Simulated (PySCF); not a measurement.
```xyz
18

C      2.2645    -0.0976    -0.8177
O      0.9084    -0.2491    -1.1635
Si    -0.3676    -0.0343    -0.0668
C     -0.2065    -1.2664     1.3567
C     -0.3494     1.7324     0.6029
C     -1.9192    -0.3611    -1.0727
H      2.8899    -0.2932    -1.7144
H      2.5052     0.9323    -0.4602
H      2.5883    -0.8108    -0.0220
H      0.7193    -1.0979     1.9445
H     -0.1847    -2.3084     0.9771
H     -1.0639    -1.1761     2.0556
H     -0.4124     2.4693    -0.2237
H     -1.2108     1.9063     1.2809
H      0.5743     1.9448     1.1797
H     -1.9945     0.3471    -1.9225
H     -2.8289    -0.2475    -0.4482
H     -1.9117    -1.3899    -1.4859
```

Charge 0, multiplicity 1.

Give the Mulliken and meta-Löwdin atomic charges from PBE-D3(BJ)/def2-TZVP // PBE-D3(BJ)/def2-SVP (PySCF).


```csv
atom,Mulliken (e),meta-Löwdin (e)
C1,-0.22,-0.13
O2,-0.31,-0.59
Si3,0.44,1.10
C4,-0.47,-0.62
C5,-0.47,-0.62
C6,-0.45,-0.61
H7,0.13,0.12
H8,0.11,0.09
H9,0.11,0.09
H10,0.13,0.13
H11,0.13,0.13
H12,0.13,0.13
H13,0.13,0.13
H14,0.13,0.13
H15,0.13,0.13
H16,0.13,0.13
H17,0.12,0.13
H18,0.13,0.13
```
